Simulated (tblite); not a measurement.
Compound: C5H11BN2.
Numbering: `[H]/[N:6]=[CH:5]/[CH2:4][B@@H-:3]([C:2]#[CH:1])[NH2+:7][CH3:8]` (hydrogens: H9 on C1; H10 on B3; H11, H12 on C4; H13 on C5; H14 on N6; H15, H16 on N7; H17, H18, H19 on C8)
Bond orders are those of one Lewis drawing.

Computed with GFN2-xTB (tblite), gas phase: L-BFGS steps from a force-field or distance-geometry start until the largest atomic force falls under 0.01 eV/Å.

Step 2: E = -632.8117 eV
```
atom  x, y, z in Å  |  force x, y, z in eV/Å
C1     -0.6959    2.9674    0.4737   -0.819   3.711   0.176
C2     -0.4679    1.8190    0.4081    0.605  -3.153   0.107
B3     -0.1293    0.3053    0.3710    0.130   0.492   0.040
C4      0.9156    0.0746   -0.8610    0.308  -0.084   0.522
C5      2.2637    0.0697   -0.2107    0.433  -0.422   0.509
N6      2.4753   -0.4822    0.9104   -0.574  -0.067  -0.738
N7     -1.5492   -0.3899    0.1594    0.457  -0.917  -0.711
C8     -1.5601   -1.8146   -0.2401    0.309   0.522   0.120
H9     -0.9185    4.0045    0.5216    0.093  -0.246  -0.039
H10     0.3259   -0.1005    1.3690   -0.159  -0.112   0.395
H11     0.8624    0.9044   -1.5632    0.169  -0.136  -0.280
H12     0.7905   -0.8668   -1.4041    0.071   0.133   0.027
H13     3.0583    0.5818   -0.7584    0.200   0.213  -0.203
H14     3.4030   -0.4515    1.3074    0.348   0.192  -0.209
H15    -2.0019   -0.3030    1.0420   -0.441   0.165   0.678
H16    -2.0472    0.1754   -0.5101   -0.147   0.142  -0.329
H17    -0.7602   -2.0864   -0.9422   -0.167   0.382   0.355
H18    -1.4803   -2.4391    0.6398    0.117  -0.099   0.069
H19    -2.4940   -1.9588   -0.7203   -0.934  -0.717  -0.489
```

Step 3: E = -632.9008 eV
```
atom  x, y, z in Å  |  force x, y, z in eV/Å
C1     -0.7022    2.9904    0.4742    0.186  -1.226  -0.077
C2     -0.4664    1.8074    0.4136   -0.304   1.329   0.309
B3     -0.1237    0.3208    0.3780    0.188  -0.303  -0.031
C4      0.9304    0.0742   -0.8550   -0.030   0.009   0.313
C5      2.2737    0.0689   -0.2150    0.347  -0.742   1.127
N6      2.4726   -0.4927    0.9164   -0.631   0.320  -1.480
N7     -1.5529   -0.4045    0.1526    0.227  -0.157  -0.206
C8     -1.5692   -1.8144   -0.2412    0.298   0.210   0.011
H9     -0.9171    4.0022    0.5209   -0.113   0.684   0.001
H10     0.3223   -0.1039    1.3771   -0.175  -0.045   0.315
H11     0.8649    0.8987   -1.5673    0.216  -0.151  -0.201
H12     0.7918   -0.8641   -1.4047    0.073   0.136   0.125
H13     3.0600    0.5862   -0.7641    0.290   0.192  -0.118
H14     3.4005   -0.4467    1.2973    0.563   0.135  -0.024
H15    -2.0058   -0.3003    1.0472   -0.214   0.088   0.197
H16    -2.0473    0.1757   -0.5146   -0.051  -0.001  -0.201
H17    -0.7609   -2.0782   -0.9353   -0.175   0.319   0.266
H18    -1.4765   -2.4382    0.6386    0.061  -0.119   0.064
H19    -2.5043   -1.9722   -0.7260   -0.756  -0.680  -0.391
```

Step 4: E = -632.9556 eV
```
atom  x, y, z in Å  |  force x, y, z in eV/Å
C1     -0.7040    2.9914    0.4737    0.028  -0.415  -0.026
C2     -0.4685    1.8138    0.4202   -0.165   0.603   0.245
B3     -0.1185    0.3247    0.3807    0.100  -0.322   0.001
C4      0.9372    0.0739   -0.8474   -0.097   0.076   0.114
C5      2.2834    0.0585   -0.2019   -0.066   0.397  -1.039
N6      2.4623   -0.4935    0.8990    0.655  -0.519   0.717
N7     -1.5507   -0.4148    0.1455   -0.176   0.555   0.352
C8     -1.5689   -1.8106   -0.2413   -0.371  -0.268  -0.152
H9     -0.9177    4.0095    0.5206   -0.070   0.453  -0.010
H10     0.3182   -0.1062    1.3854   -0.196  -0.001   0.249
H11     0.8690    0.8941   -1.5722    0.265  -0.207  -0.045
H12     0.7935   -0.8609   -1.4033    0.087   0.116   0.172
H13     3.0649    0.5910   -0.7685    0.153   0.042   0.049
H14     3.4072   -0.4426    1.2921   -0.167   0.008  -0.203
H15    -2.0111   -0.2977    1.0533    0.061   0.000  -0.360
H16    -2.0483    0.1761   -0.5199    0.083  -0.158  -0.056
H17    -0.7638   -2.0697   -0.9282   -0.019   0.224   0.073
H18    -1.4738   -2.4395    0.6391    0.036  -0.060  -0.011
H19    -2.5202   -1.9882   -0.7345   -0.142  -0.524  -0.070
```

Question: Estimate the geometry and energy of step 5. (The exact step hangs on the optimiser's Hessian estimate; all steps are aligned on step 4, rigid shifts and turns removed.)

Answer: E = -632.9938 eV, largest force 0.506 eV/Å
```
atom  x, y, z in Å  |  force x, y, z in eV/Å
C1     -0.7062    2.9940    0.4735   -0.052   0.014   0.001
C2     -0.4707    1.8188    0.4264   -0.058   0.182   0.202
B3     -0.1141    0.3259    0.3840   -0.005  -0.237   0.034
C4      0.9419    0.0751   -0.8434   -0.148   0.060   0.024
C5      2.2887    0.0580   -0.2076   -0.031   0.130  -0.428
N6      2.4656   -0.5009    0.9003    0.458  -0.204   0.068
N7     -1.5549   -0.4121    0.1475   -0.047   0.236   0.101
C8     -1.5767   -1.8150   -0.2440   -0.343  -0.054  -0.025
H9     -0.9183    4.0164    0.5202   -0.046   0.302  -0.017
H10     0.3135   -0.1076    1.3928   -0.181   0.015   0.203
H11     0.8741    0.8883   -1.5750    0.244  -0.147  -0.032
H12     0.7954   -0.8578   -1.4009    0.071   0.069   0.186
H13     3.0688    0.5942   -0.7707    0.155   0.023   0.076
H14     3.4070   -0.4400    1.2856    0.028  -0.019  -0.094
H15    -2.0120   -0.2965    1.0505   -0.039   0.034  -0.181
H16    -2.0470    0.1738   -0.5228    0.035  -0.083  -0.084
H17    -0.7649   -2.0624   -0.9235   -0.004   0.176  -0.005
H18    -1.4715   -2.4401    0.6384   -0.005  -0.059  -0.025
H19    -2.5285   -2.0027   -0.7389   -0.034  -0.435  -0.003
```

The energy changes by -0.0382 eV. The first-order estimate −F·Δx gives -0.0480 eV and the mean of the old and new forces, exact on a quadratic surface, -0.0383 eV. The step makes an angle of 50° with the force vector and moves no atom by more than 0.017 Å.

The cost below is that of the whole relaxation. Hardware: Arm Neoverse V1, one thread, shared host with 32 logical CPUs at a one-minute load of 15. Cost: 0.92 s.
